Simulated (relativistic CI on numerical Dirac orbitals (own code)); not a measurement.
# Level scheme of Au

These numbers are calculated, not measured: Dirac-Coulomb-Breit CI, KLI orbitals optimised for each configuration, model QED (radiative potential, 1s self-energy scaled to tabulated hydrogen-like ionisation energies), valence Slater integrals scaled by 0.85, configuration energies shifted to the measured levels that pair with them (semi-empirical) (own radial code, finite nucleus).

Configuration list (outside the closed core [Xe] 4f14): 5d10.6s, 5d9.6s2, 5d10.6p, 5d9.6s.6p, 5d10.7s, 5d10.7p, 5d10.6d, 5d10.8s, 5d10.8p, 5d10.5f, 5d10.7d, 5d8.6s.6p2, 5d10.5g, 5d10.6f, 5d10.8d, 5d10.6g, 5d8.6s2.6p, 5d9.6s.8s, 5d9.6s.8p, 5d9.6s.5f, 5d9.6s.7d, 5d9.6s.7s, 5d9.6s.5g, 5d9.6s.6f, 5d9.6s.8d, 5d9.6s.6g. Levels of other configurations are missing.

The lowest level is 5d10.6s 2S_1/2, with 99 % of that term; Hund's rules for 5d10.6s give 2S with J = 1/2, in agreement.

```
No.  Configuration  Term    J  E (cm⁻¹)    %  Next component (%)  Landé g           jj configuration (%)
  1        5d10.6s    2S  1/2       0.0   99     1 5d8.6s.6p2 2S    2.002                        6s (99)
  2        5d9.6s2    2D  5/2    9489.7   98     2 5d8.6s.6p2 2D    1.200                   5d5/2^5 (98)
  3        5d9.6s2    2D  3/2   21106.7   98     2 5d8.6s.6p2 2D    0.799           5d3/2^3 5d5/2^6 (98)
  4        5d10.6p   2P°  1/2   37912.6   94     4 5d9.6s.6p 2P°    0.665                     6p1/2 (94)
  5        5d10.6p   2P°  3/2   40621.8   92     6 5d9.6s.6p 2P°    1.333                     6p3/2 (92)
  6      5d9.6s.6p   4P°  5/2   43225.2   81              15 4D°    1.546          5d5/2^5 6s 6p1/2 (80)
  7      5d9.6s.6p   4F°  7/2   46695.5   62              24 4D°    1.270          5d5/2^5 6s 6p1/2 (76)
  8      5d9.6s.6p   4F°  5/2   47498.0   45              36 2F°    1.033          5d5/2^5 6s 6p1/2 (75)
  9      5d9.6s.6p   4P°  3/2   48034.2   48              24 4D°    1.401          5d5/2^5 6s 6p1/2 (57)
 10      5d9.6s.6p   4F°  9/2   48697.1   99    1 5d8.6s2.6p 4F°    1.334          5d5/2^5 6s 6p3/2 (99)
 11      5d9.6s.6p   4D°  7/2   51434.7   67              18 2F°    1.355          5d5/2^5 6s 6p3/2 (94)
 12      5d9.6s.6p   2D°  3/2   51964.3   40              26 4P°    1.007          5d5/2^5 6s 6p3/2 (71)
 13      5d9.6s.6p   4D°  5/2   52328.5   39              27 2D°    1.218          5d5/2^5 6s 6p3/2 (82)
 14      5d9.6s.6p   4P°  1/2   53627.3   48              30 2P°    1.482          5d5/2^5 6s 6p3/2 (72)
 15        5d10.7s    2S  1/2   54485.2  100                        2.002                       7s (100)
 16      5d9.6s.6p   4F°  3/2   56662.3   71              25 2D°    0.527  5d3/2^3 5d5/2^6 6s 6p1/2 (84)
 17      5d9.6s.6p   4F°  5/2   59351.7   44              33 2F°    1.005  5d3/2^3 5d5/2^6 6s 6p1/2 (60)
 18        5d10.7p   2P°  3/2   60285.4   46    40 5d9.6s.6p 2P°    1.315                     7p3/2 (46)
 19      5d9.6s.6p   4P°  1/2   60708.7   48              29 4D°    1.445  5d3/2^3 5d5/2^6 6s 6p3/2 (83)
 20        5d10.7p   2P°  1/2   61108.2   62    25 5d9.6s.6p 4D°    0.502                     7p1/2 (62)
 21       5d10.6d‡    2D  3/2   61313.0  100                        0.800                    6d3/2 (100)
 22       5d10.6d‡    2D  5/2   61361.0  100                        1.201                    6d5/2 (100)
 23      5d9.6s.6p   4D°  3/2   61740.5   37              35 2P°    1.217  5d3/2^3 5d5/2^6 6s 6p1/2 (51)
 24      5d9.6s.6p   2F°  7/2   61880.7   75              18 4F°    1.166  5d3/2^3 5d5/2^6 6s 6p3/2 (42)
 25      5d9.6s.6p   4D°  3/2   62624.0   28              27 2P°    1.301  5d3/2^3 5d5/2^6 6s 6p3/2 (76)
 26      5d9.6s.6p   2D°  5/2   63114.3   47              33 4D°    1.240  5d3/2^3 5d5/2^6 6s 6p3/2 (72)
 27      5d9.6s.6p   2P°  1/2   63275.3   41      30 5d10.7p 2P°    0.575                     7p1/2 (30)
 28     5d9.6s.7s‡    4D  7/2   63763.6  100                        1.429            5d5/2^5 6s 7s (100)
 29      5d9.6s.6p   2F°  7/2   64666.7   50      35 5d10.5f 2F°    1.155                     5f7/2 (35)
 30     5d9.6s.7s‡    2D  5/2   64772.3   58               42 4D    1.272             5d5/2^5 6s 7s (99)
 31       5d10.8s‡    2S  1/2   64775.4  100                        2.002                       8s (100)
 32       5d10.5f‡   2F°  5/2   64875.0  100                        0.858                    5f5/2 (100)
 33       5d10.5f‡   2F°  7/2   64988.9   65    27 5d9.6s.6p 2F°    1.149                     5f7/2 (65)
 34      5d9.6s.6p   2D°  5/2   65305.8   64   14 5d8.6s2.6p 2D°    1.170          5d5/2^5 6s 6p3/2 (46)
 35       5d10.8p‡   2P°  3/2   65902.4   33    33 5d9.6s.6p 2P°    1.328                     8p3/2 (33)
 36       5d10.8p‡   2P°  1/2   67218.2   96     3 5d9.6s.6p 2P°    0.664                     8p1/2 (96)
 37       5d10.7d‡    2D  3/2   67358.6   50     32 5d9.6s.7s 2D    0.873                     7d3/2 (50)
 38       5d10.7d‡    2D  5/2   67506.6   96      3 5d9.6s.7s 2D    1.202                     7d5/2 (96)
 39       5d10.7d‡    2D  3/2   67656.2   50     30 5d9.6s.7s 2D    0.877                     7d3/2 (50)
 40     5d9.6s.7s‡    2D  5/2   68081.5   61               34 4D    1.259             5d5/2^5 6s 7s (86)
 41       5d10.8p‡   2P°  3/2   68682.9   64    21 5d9.6s.6p 2P°    1.313                     8p3/2 (64)
 42       5d10.6f‡   2F°  5/2   70064.2  100                        0.857                    6f5/2 (100)
 43       5d10.6f‡   2F°  7/2   70068.3  100                        1.143                    6f7/2 (100)
 44    5d8.6s2.6p‡   4D°  7/2   70311.1   64              16 4F°    1.350             5d5/2^4 6p1/2 (84)
 45       5d10.8d‡    2D  3/2   70370.1  100                        0.800                    8d3/2 (100)
 46       5d10.8d‡    2D  5/2   70380.5  100                        1.201                    8d5/2 (100)
 47       5d10.5g‡    2G  7/2   71093.2  100                        0.889                    5g7/2 (100)
 48       5d10.5g‡    2G  9/2   71093.2  100                        1.111                    5g9/2 (100)
 49    5d8.6s2.6p‡   2G°  9/2   71538.3   39              35 4G°    1.175             5d5/2^4 6p1/2 (93)
 50       5d10.6g‡    2G  7/2   72434.5  100                        0.889                    6g7/2 (100)
 51       5d10.6g‡    2G  9/2   72434.5  100                        1.111                    6g9/2 (100)
 52      5d9.6s.6p   2F°  5/2   74311.0   70   13 5d8.6s2.6p 2F°    0.902  5d3/2^3 5d5/2^6 6s 6p3/2 (61)
```

Energies count from the lowest computed level; ° marks odd parity. Filled j subshells are mostly left out of the jj labels. ‡ marks configurations that were not tied to measured data.

The mean weight of the leading LS term, summed over parents, in these 52 levels is 72 %, and that of the leading jj configuration (from the same eigenvectors) 80 %.

Configurations whose levels could be paired with our table of measured levels were shifted onto them, all but the ground configuration, by the median error of their levels; single terms can still be off by 1,000 to 2,000 cm⁻¹ or more, and rates follow the energies as ν³ (E1, M1) or ν⁵ (E2). The others borrow a shift and can be off by several thousand cm⁻¹ or more. The fine structure of a lone outer electron comes out too small, for d and f at times inverted, and misplaced configurations move strength between like terms. 7 of the 19 excited levels that our extract of the measured tables holds in this range could be paired (the sources list more); they are missed by 406 cm⁻¹ on average and 1075 at most, after the shifts were fitted to these levels, and levels without a partner can miss by more.

LS names give the leading component of a level, which can be under half, so a name can repeat, a term be missing and a line seem to break the LS rules.
